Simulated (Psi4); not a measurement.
chlorobenzene (C$_{6}$H$_{5}$Cl), singlet, at a GFN2-xTB geometry; CCSD(T)/STO-3G run with Psi4.

Input for Psi4:
```
memory 2 GB

molecule {
0 1
Cl    2.23083293    0.17830076    0.00166627
C     0.50565329    0.04041467    0.00037769
C    -0.27011462    1.18803954    0.01931055
C    -1.64922549    1.07045173    0.01816171
C    -2.24493585   -0.17942795   -0.00167681
C    -1.45823275   -1.31881734   -0.02048276
C    -0.07795243   -1.21585902   -0.01957054
H     0.20129330    2.15822886    0.03470485
H    -2.25874719    1.96145975    0.03286497
H    -3.32098418   -0.26543181   -0.00248054
H    -1.91846938   -2.29532648   -0.03598506
H     0.54159475   -2.09885305   -0.03414996
}

set {
  basis sto-3g
  freeze_core true
  mp2_type conv
  scf_type pk
  puream true
  d_convergence 1e-8
}

energy('ccsd(t)')
print_variables()
```

Write the output that Psi4 gives for this input, abridged.


```
   => Loading Basis Set <=

    Name: STO-3G
    Role: ORBITAL
    Keyword: BASIS

         ---------------------------------------------------------
                                   SCF
               by Justin Turney, Rob Parrish, Andy Simmonett
                          and Daniel G. A. Smith
                              RHF Reference
         ---------------------------------------------------------

  ==> Geometry <==

    Molecular point group: c1
    Full point group: C1

    Geometry (in Angstrom), charge = 0, multiplicity = 1:

       Center              X                  Y                   Z               Mass
    ------------   -----------------  -----------------  -----------------  -----------------
         CL           2.151697489664     0.171975809399     0.001607163433    34.968852682000
         C            0.426517849664     0.034089719399     0.000318583433    12.000000000000
         C           -0.349250060336     1.181714589399     0.019251443433    12.000000000000
         C           -1.728360930336     1.064126779399     0.018102603433    12.000000000000
         C           -2.324071290336    -0.185752900601    -0.001735916567    12.000000000000
         C           -1.537368190336    -1.325142290601    -0.020541866567    12.000000000000
         C           -0.157087870336    -1.222183970601    -0.019629646567    12.000000000000
         H            0.122157859664     2.151903909399     0.034645743433     1.007825032230
         H           -2.337882630336     1.955134799399     0.032805863433     1.007825032230
         H           -3.400119620336    -0.271756760601    -0.002539646567     1.007825032230
         H           -1.997604820336    -2.301651430601    -0.036044166567     1.007825032230
         H            0.462459309664    -2.105178000601    -0.034209066567     1.007825032230

  Running in c1 symmetry.

  Rotational constants: A =      0.19207  B =      0.05306  C =      0.04157 [cm^-1]
  Rotational constants: A =   5758.17380  B =   1590.55232  C =   1246.29447 [MHz]
  Nuclear repulsion =  317.505080162842717

  Charge       = 0
  Multiplicity = 1
  Electrons    = 58
  Nalpha       = 29
  Nbeta        = 29

  ==> Algorithm <==

  SCF Algorithm Type is PK.
  DIIS enabled.
  MOM disabled.
  Fractional occupation disabled.
  Guess Type is SAD.
  Energy threshold   = 1.00e-08
  Density threshold  = 1.00e-08
  Integral threshold = 1.00e-12

  ==> Primary Basis <==

  Basis Set: STO-3G
    Blend: STO-3G
    Number of shells: 28
    Number of basis functions: 44
    Number of Cartesian functions: 44
    Spherical Harmonics?: true
    Max angular momentum: 1

  ==> Integral Setup <==

  Using in-core PK algorithm.
   Calculation information:
      Number of atoms:                  12
      Number of AO shells:              28
      Number of primitives:             84
      Number of atomic orbitals:        44
      Number of basis functions:        44

      Integral cutoff                 1.00e-12
      Number of threads:                 1

  Performing in-core PK
  Using 981090 doubles for integral storage.
  We computed 71610 shell quartets total.
  Whereas there are 82621 unique shell quartets.

  ==> DiskJK: Disk-Based J/K Matrices <==

    J tasked:                  Yes
    K tasked:                  Yes
    wK tasked:                  No
    Schwarz Cutoff:          1E-12

  Minimum eigenvalue in the overlap matrix is 1.6638690333E-01.
  Reciprocal condition number of the overlap matrix is 6.5013178547E-02.
    Using symmetric orthogonalization.

  ==> Pre-Iterations <==

  SCF Guess: Superposition of Atomic Densities via on-the-fly atomic UHF (no occupation information).

   -------------------------
    Irrep   Nso     Nmo
   -------------------------
     A         44      44
   -------------------------
    Total      44      44
   -------------------------

  ==> Iterations <==

                        Total Energy        Delta E     RMS |[F,P]|

   @RHF iter SAD:  -677.88950379340679   -6.77890e+02   0.00000e+00
   @RHF iter   1:  -681.84985663091493   -3.96035e+00   5.30266e-03 ADIIS/DIIS
   @RHF iter   2:  -681.88752284227212   -3.76662e-02   2.21779e-03 ADIIS/DIIS
   @RHF iter   3:  -681.89342912787265   -5.90629e-03   4.11479e-04 ADIIS/DIIS
   @RHF iter   4:  -681.89373505648177   -3.05929e-04   1.01101e-04 ADIIS/DIIS
   @RHF iter   5:  -681.89375582481398   -2.07683e-05   2.91134e-05 DIIS
   @RHF iter   6:  -681.89375755474634   -1.72993e-06   8.33418e-06 DIIS
   @RHF iter   7:  -681.89375780627392   -2.51528e-07   2.98551e-06 DIIS
   @RHF iter   8:  -681.89375784461561   -3.83417e-08   1.27878e-06 DIIS
   @RHF iter   9:  -681.89375785084417   -6.22856e-09   2.94225e-07 DIIS
   @RHF iter  10:  -681.89375785125503   -4.10864e-10   5.57076e-08 DIIS
   @RHF iter  11:  -681.89375785126163   -6.59384e-12   1.21575e-08 DIIS
   @RHF iter  12:  -681.89375785126322   -1.59162e-12   2.14646e-09 DIIS
  Energy and wave function converged.

  ==> Post-Iterations <==

    Orbital Energies [Eh]
    ---------------------

    Doubly Occupied:

[...]
    Virtual:

[...]
    Final Occupation by Irrep:
              A
    DOCC [    29 ]
    NA   [    29 ]
    NB   [    29 ]

  @RHF Final Energy:  -681.89375785126322

   => Energetics <=

    Nuclear Repulsion Energy =            317.5050801628427166
    One-Electron Energy =               -1567.9575504121689846
    Two-Electron Energy =                 568.5587123980631077
    Total Energy =                       -681.8937578512632172

Computation Completed

Properties will be evaluated at   0.000000,   0.000000,   0.000000 [a0]

Properties computed using the SCF density matrix

 Multipole Moments:

 ------------------------------------------------------------------------------------
     Multipole            Electronic (a.u.)      Nuclear  (a.u.)        Total (a.u.)
 ------------------------------------------------------------------------------------

[...]
	SCF energy                   =   -681.89375785126322
	One-electron energy          =   -341.71514924432836
	Two-electron energy          =    159.38063689452187
	Reference energy             =   -681.89375785126197

            **************************
            *                        *
            *        CCENERGY        *
            *                        *
            **************************

    Nuclear Rep. energy (wfn)     =  317.505080162842717
    SCF energy          (wfn)     = -681.893757851263217
    Reference energy    (file100) = -681.893757851261967

    Input parameters:
    -----------------
    Wave function   =     CCSD_T
    Reference wfn   =     RHF
    Brueckner       =     No
    Maxiter         =     50
    R_Convergence   =     1.0e-07
    E_Convergence   =     1.0e-06
    Restart         =     Yes
    DIIS            =     Yes
    AO Basis        =     NONE
    ABCD            =     NEW
    Cache Level     =     2
    Cache Type      =     LOW
    Print Level     =     1
    Num. of threads =     1
    # Amps to Print =     10
    Print MP2 Amps? =     No
    Analyze T2 Amps =     No
    Print Pair Ener =     No
    Local CC        =     No
    SCS-MP2         =     False
    SCSN-MP2        =     False
    SCS-CCSD        =     False

MP2 correlation energy -0.3519004110344583
                Solving CC Amplitude Equations
                ------------------------------
  Iter             Energy              RMS        T1Diag      D1Diag    New D1Diag    D2Diag
  ----     ---------------------    ---------   ----------  ----------  ----------   --------
     0        -0.351900411034458    0.000e+00    0.000000    0.000000    0.000000    0.155397
     1        -0.391670003948830    9.259e-02    0.003192    0.013338    0.013338    0.176908
     2        -0.416339896046580    4.251e-02    0.003737    0.016836    0.016836    0.204613
     3        -0.421531746319982    1.636e-02    0.004074    0.018455    0.018455    0.217577
     4        -0.422664555069744    6.546e-03    0.003986    0.018307    0.018307    0.224900
     5        -0.422574156418724    1.403e-03    0.003952    0.018171    0.018171    0.225564
     6        -0.422517595786214    4.840e-04    0.003941    0.018127    0.018127    0.225574
     7        -0.422524522730097    1.511e-04    0.003937    0.018115    0.018115    0.225621
     8        -0.422528288340952    3.983e-05    0.003937    0.018114    0.018114    0.225632
     9        -0.422527822055009    1.002e-05    0.003936    0.018115    0.018115    0.225630
    10        -0.422527705559240    3.186e-06    0.003936    0.018115    0.018115    0.225630
    11        -0.422527722161406    1.157e-06    0.003936    0.018115    0.018115    0.225630
    12        -0.422527785705825    4.218e-07    0.003936    0.018115    0.018115    0.225630
    13        -0.422527806476183    1.241e-07    0.003936    0.018115    0.018115    0.225630
    14        -0.422527804280538    3.981e-08    0.003936    0.018115    0.018115    0.225630

    Iterations converged.

    Largest TIA Amplitudes:
             10   2         0.0125947340
             17   0        -0.0078297025
             13   2         0.0076026347
              6   2         0.0070161401
              7   2         0.0055225098
             14   0        -0.0049763752
             12  10        -0.0042081939
              9  12         0.0038166071
              5   2         0.0035111789
             10  11         0.0029551873

    Largest TIjAb Amplitudes:
     16  16   1   1        -0.1467641352
     17  17   0   0        -0.1281519359
     16  17   0   1         0.0881511819
     17  16   1   0         0.0881511819
     11  16   1   3        -0.0574183566
     16  11   3   1        -0.0574183566
     11  17   0   3         0.0545642060
     17  11   3   0         0.0545642060
     14  17   0   0         0.0414783577
     17  14   0   0         0.0414783577

    SCF energy       (wfn)                    = -681.893757851263217
    Reference energy (file100)                = -681.893757851261967

    Opposite-spin MP2 correlation energy      =   -0.278452882655979
    Same-spin MP2 correlation energy          =   -0.073447528378480
    Singles MP2 correlation energy            =   -0.000000000000000
    MP2 correlation energy                    =   -0.351900411034458
      * MP2 total energy                      = -682.245658262296388

    Opposite-spin CCSD correlation energy     =   -0.359624107855028
    Same-spin CCSD correlation energy         =   -0.062903696425509
    Singles CCSD correlation energy           =    0.000000000000000
    CCSD correlation energy                   =   -0.422527804280538
      * CCSD total energy                     = -682.316285655542515

            **************************
            *                        *
            *        CCTRIPLES       *
            *                        *
            **************************

    Wave function   =    CCSD_T
    Reference wfn   =      RHF

    Nuclear Rep. energy (wfn)                =  317.505080162842717
    SCF energy          (wfn)                = -681.893757851263217
    Reference energy    (file100)            = -681.893757851261967
    CCSD energy         (file100)            =   -0.422527804280538
    Total CCSD energy   (file100)            = -682.316285655542515

    Number of ijk index combinations:             1140
    Approx. words needed per explicit thread:           13500
    Number of threads for explicit ijk threading:    1

    MKL num_threads set to 1 for explicit threading.

    (T) energy                                =   -0.008813396584105
      * CCSD(T) total energy                  = -682.325099052126575

  Variable Map:
  ----------------------------------------------------------------------------
[...]
  Array Variable Map:
  ----------------------------------------------------------------------------
[...]
[...]
```
